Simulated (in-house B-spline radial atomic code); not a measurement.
Ca²⁺ is squeezed into an impenetrable sphere of radius R (the orbitals vanish at R). Level of theory: scalar-relativistic (X2C) Hartree-Fock, spin-polarised, averaged over the determinants with the given up and down occupations, Fermi nucleus of rms radius 3.4776 fm; calculated with a B-spline radial code for spherical atoms.

Energies in eV above the free ion in [Ne] 3s2 3p6:

```
R (bohr)  highest level (eV)  [Ne] 3s2 3p6  [Ne] 3s2 3p5 3d1  [He] 2s2 2p5 3s2 3p6 3d1
    9.82               -51.1             0              26.5                     350.2
    6.67               -51.1     2.955e-05              26.5                     350.2
    5.28               -51.1      0.003444             26.55                     350.2
     4.6                 -51       0.03124             26.69                     350.3
    3.32               -50.1         1.653             29.33                     352.3
    2.99               -48.9         4.417             32.75                     355.2
     2.8               -47.6          7.73             36.57                     358.5
     2.2               -37.2         44.49             75.53                       395
    1.91                 -24         103.9             135.8                     454.7
     1.6                 6.1         262.6             292.9                     616.3
```

Q: Does [Ne] 3s2 3p5 3d1 fall below [Ne] 3s2 3p6 under compression?

A: No, it stays above over the whole range.

Q: Does [He] 2s2 2p5 3s2 3p6 3d1 fall below [Ne] 3s2 3p6 under compression?

A: No, it stays above over the whole range.

The highest level is first positive in the row R = 1.6 bohr, pushed up by confinement above the zero of the free ion's potential. Each configuration is held fixed and needn't be the lowest in the sphere.
